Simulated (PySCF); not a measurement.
Species: C6H11N.
Atom-mapped SMILES: `[CH3:1][CH2:2][C@@H:3]1[CH:4]=[CH:5][CH2:6][NH:7]1`

Cartesian coordinates in Å at the GFN2-xTB level; atoms count from 1:
```xyz
18
C6H11N angstrom
C      2.3233   -0.2607   -0.8915
C      0.9464    0.3476   -1.1286
C     -0.1488   -0.3943   -0.3623
C     -1.5366    0.1209   -0.6566
C     -2.2042    0.3217    0.4650
C     -1.3505   -0.0495    1.6461
N     -0.0114   -0.2742    1.0960
H      2.3583   -1.2775   -1.2754
H      3.0902    0.3251   -1.3933
H      2.5481   -0.2931    0.1715
H      0.9453    1.3970   -0.8197
H      0.7107    0.3161   -2.1947
H     -0.0958   -1.4638   -0.6221
H     -1.8826    0.2729   -1.6626
H     -3.2153    0.6689    0.5775
H     -1.7153   -0.9862    2.0909
H     -1.3507    0.7117    2.4306
H      0.5800    0.5238    1.3043
```

Probes without a nucleus sit at each ring's centroid and 1 Å off its mean plane on both sides; NICS is minus the shielding there, NICSzz its component along the normal. Level: GIAO PBE0/pcSseg-1 (PySCF, non-relativistic, gas phase) on the GFN2-xTB geometry, one conformer.

Ring bond lengths (Å), with Mayer bond orders in brackets: C3–C4 1.509 (1.01), C4–C5 1.321 (1.89), C5–C6 1.504 (1.02), C6–N7 1.465 (1.00), N7–C3 1.470 (0.98).

Problem. What do the NICS probes read (ppm)?

Solution. 
```
          ring                                                     type  NICS(0)  NICS(1), two faces  NICS(1)zz, two faces  rms pucker (Å)  centre to ring atoms, mean (Å)
C3–C4–C5–C6–N7  5-membered ring with N; formal bonds 1 double, 4 single     -3.2         -3.8 / -2.3           -4.5 / -4.5            0.06                            1.23
```

Problem. What do they say, and how far can they be read as aromaticity?

Solution. 
- C3–C4–C5–C6–N7: mean NICS(1)zz -4.5 ppm, shielded. C3, C6 have four or more neighbours; no verdict on aromaticity is drawn.

Problem. At the second NICS(1) probe listed for ring C3–C4–C5–C6–N7, 1 Å off the ring, what do the in-plane components average?

Solution. The isotropic value is a third of the trace: (3 × -2.3 − (-4.5))/2 = -1.2 ppm.

Problem. List the ring angles and the Hirshfeld charges of the ring atoms.

Solution. 
- C3–C4–C5–C6–N7: C3 104.6° (+0.014 e), C4 110.6° (-0.059 e), C5 110.0° (-0.059 e), C6 105.2° (-0.030 e), N7 107.4° (-0.175 e); sum 537.8° against 540° for a flat convex ring.
